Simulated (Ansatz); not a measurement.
```yaml
crystal:
  periodic: [false, false, false]
  atoms:
    - {symbol: F, position_ang: [1.323474, 0.023191, 0.502691]}
    - {symbol: C, position_ang: [0.019388, 0.066030, 0.298125]}
    - {symbol: Cl, position_ang: [-0.728936, -1.459963, 0.453465]}
    - {symbol: I, position_ang: [-0.558425, 1.310441, -1.274582]}
basis:
  gaussian: {orbitals: def2-SVPD, fitting: {mean_field: cc-pVTZ-jkfit}}
magnetization: {spin_polarized: true, initial_magnetization: 1}
hamiltonian: {xc: {name: B2GP-PLYP}}
output: {forces: true}
```

```sh
$ ansatz run in.yaml --threads 4 --pin off --events-out ev --progress --plain --max-ram 10444MiB
```

How does Ansatz answer? (Estimate.)

The calculation gave: The input was rejected before any iteration.
```
Functional definition: B2GP-PLYP
Error: <dir> the basis set cc-pVTZ-JKFIT has no functions for I
```
